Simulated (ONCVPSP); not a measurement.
# How hard is this nitrogen ONCV potential?

N, optimised norm-conserving Vanderbilt (ONCV), made with ONCVPSP 4.0.1 (LDA (Perdew-Wang 92), scalar-relativistic). Core [He], reference 2s2 2p2 (charge +1). Waves: 2s: rc 0.85 bohr, ncon 5, nbas 8, qcut 6.2 1/bohr, local; 2p: rc 1.35 bohr, ncon 5, nbas 9, qcut 9.4 1/bohr, 2 projectors, debl 1.2 Ha. Local part: the s channel. Core correction: Teter function fitted to the true core (icmod 2), fcfact 0.65.

For each optimised wave give the share of its norm inside rc, the residual kinetic energy above qcut (Ha) and the cutoffs (Ha) for errors of 10, 1, 0.1 and 0.01 mHa per electron.

```json
{"wave": "2s", "norm inside rc": "0.237", "residual KE": "1.1e-02", "10 mHa": "19.5", "1 mHa": "56.2", "0.1 mHa": "134.5", "0.01 mHa": "165.8"}
{"wave": "2p", "norm inside rc": "0.621", "residual KE": "2.2e-05", "10 mHa": "25.1", "1 mHa": "33.4", "0.1 mHa": "40.0", "0.01 mHa": "61.9"}
{"wave": "p projector 2", "norm inside rc": "0.151", "residual KE": "2.7e-05", "10 mHa": "24.1", "1 mHa": "33.4", "0.1 mHa": "40.7", "0.01 mHa": "55.8"}
```

The occupied waves need 56 Ha and 134 Ha for 1 and 0.1 mHa.
